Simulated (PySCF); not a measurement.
**Spinor energies of Ti¹⁰⁺ (titanium, charge +10)**

Start: [Ne] 3s2. Calculated with PySCF 2.14 in an uncontracted even-tempered set (19 s from 0.19 bohr⁻², ratio 2.6; 13 p from 0.25 bohr⁻², ratio 2.6; 7 d from 0.25 bohr⁻², ratio 2.8; 4 f from 5 bohr⁻², ratio 2.8): generalised Hartree-Fock with the X2C-1e Hamiltonian and a Gaussian nucleus; spin-orbit coupling (SO) screened by Boettger's factors.

```
spinor shell  electrons  ε, screened SO (eV)  weight of nominal j (screened SO)  rms radius, screened SO (bohr)
       1s1/2          2              -5266.8                              1.000                          0.0803
       2s1/2          2              -823.98                              1.000                           0.346
       2p1/2          2              -724.34                              1.000                           0.315
       3s1/2          2              -262.86                              1.000                           0.927
```

Where does 2p3/2 lie, and what is the 2p spin-orbit splitting (screened SO)?

At -718.23 eV, 6.107 eV above 2p1/2.

```json
{"quantity": "E (hartree)", "screened SO": "-815.35805"}
{"quantity": "M_J", "screened SO": "0"}
{"quantity": "⟨J²⟩", "screened SO": "0.000"}
{"quantity": "⟨L²⟩", "screened SO": "0.000"}
{"quantity": "⟨S²⟩", "screened SO": "0.000"}
```
